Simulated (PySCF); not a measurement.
Molecule: `O=S(=O)(O)C1=CCCC1`, C5H8O3S.

Bonds (- single, = double, # triple, : aromatic): O1=S2, S2=O3, S2-O4, S2-C5, C5=C6, C6-C7, C7-C8, C8-C9, C9-C5. O4 carries H10; C6 carries H11; C7 carries H12, H13; C8 carries H14, H15; C9 carries H16, H17.

Frames of a GFN2-xTB Langevin trajectory at 300 K; GIAO PBE0/pcSseg-1 shieldings in PySCF, gas phase, non-relativistic; equivalent atoms averaged within each frame.

Chemical shifts δ = σref − σ; 17O (σref 336.08) vs H2O; 33S (σref 503.73) against CS2; 13C (σref 186.93) and 1H (σref 31.72) against TMS, all at this level. The references are static minima.

Q: How do the shifts (ppm) fluctuate along the trajectory?

A: 
```csv
time (fs),O1/O3,O4,S2,C5,C6,C9,C7,C8,H11,H10
250,240.2,179.3,308,153.1,141.7,39.7,36.3,24.7,6.40,4.00
425,263.0,234.0,333,157.0,148.4,36.2,35.3,30.4,6.69,3.76
625,225.6,201.0,298,152.9,148.1,30.2,35.1,23.0,7.49,4.67
800,245.0,196.2,306,147.0,162.8,33.5,30.3,38.4,7.27,4.71
1000,252.9,246.4,323,144.9,157.9,36.3,43.3,37.2,7.06,5.96
mean of frames,245.3,211.4,314,151.0,151.8,35.2,36.0,30.8,6.98,4.62
standard deviation,14.0,27.9,14,4.9,8.4,3.5,4.7,7.0,0.44,0.86
```

5 frames give an uncertainty of the mean of about the standard deviation over 2.2 at best, since frames this close in time may not be independent; classical motion lacks zero-point vibration, and the reference would need the same averaging.
